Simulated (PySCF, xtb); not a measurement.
BH6NO2Si, SMILES OB(O)N[SiH3]. One conformer was computed; it need not be the lowest.

Harmonic wavenumbers (cm⁻¹) from GFN2-xTB run with xtb at its own minimum, in rising order: 90, 114, 120, 354, 398, 428, 485, 507, 586, 596, 607, 755, 769, 786, 808, 925, 959, 977, 1165, 1314, 1360, 2202, 2231, 2247, 3497, 3637, 3670.

Question: What does PBE-D3(BJ)/def2-SVP run with PySCF give at its own minimum? (The exact figures need the calculation; the answer reports its results.)

Answer: 89, 110, 132, 290, 374, 453, 455, 478, 629, 642, 694, 800, 903, 915, 919, 942, 961, 991, 1159, 1418, 1438, 2161, 2165, 2169, 3557, 3771, 3779. Paired by order, the mean absolute difference is 55 cm⁻¹ and the zero-point energies are 45.2 and 46.3 kcal/mol.
